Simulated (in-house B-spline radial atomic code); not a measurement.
Results of a calculation; reference values are marked as such.
Ghost states of the separable form: Ag

Ag, [Kr] 4d10 5s1, non-relativistic PBE, spherical and spin-unpolarised, from a B-spline radial code for spherical atoms (atomic units; all potentials screened as in the neutral atom).

Troullier-Martins channels: 5s (ε = -0.1467, r_c = 2.543 bohr), 4d (ε = -0.2907, r_c = 1.044 bohr). In the Kleinman-Bylander form one channel serves as the local potential, and each other channel l becomes |δV u><u δV|/<u|δV|u>, with δV = V_l − V_local and u the pseudo-orbital. Its strength is E_KB = <u|δV²|u>/<u|δV|u>. By the analysis of Gonze, Stumpf and Scheffler a spurious state lies below the reference level ε if E_KB > 0 and ε is above the second level of the local potential alone, or if E_KB < 0 and ε is above its first. The table's levels are those of angular momentum l in a sphere of 9 bohr, whose wall can lift a shallow ε a little above its free-atom value.

| local | channel | <u δV u> | <u δV² u> | ε | first local level | second local level |
| --- | --- | --- | --- | --- | --- | --- |
| s | d | -4.1757 | 32.442 | -0.2907 | 0.1067 | 0.3503 |
| d | s | 0.18546 | 0.79541 | -0.1455 | -8.2352 | -1.2497 |

Q: Apply the rule to each row.

A: Local s, channel d: E_KB = -7.77, so ε = -0.2907 is set against 0.1067: no ghost. Local d, channel s: E_KB = +4.29, so ε = -0.1455 is set against -1.2497: a ghost.

Diagonalising the separable Hamiltonian gives:

```tsv
local	channel	three lowest levels	all-electron, two lowest valence levels
s	d	-0.2907, 0.1243, 0.4121	-0.2907, 0.1230
d	s	-6.2315, -0.1455, 0.1119	-0.1455, 0.1125
```

Q: Which choices of local channel are safe?

A: Free of ghosts: s. With d local the s channel has a ghost 6.09 hartree below ε, since the local potential binds more than one state below ε, and a repulsive term of rank one raises each level at most to the next, so it clears only one of them. Among the safe choices the second level, which tests transfer, is off by at most 1.3 millihartree (s local).
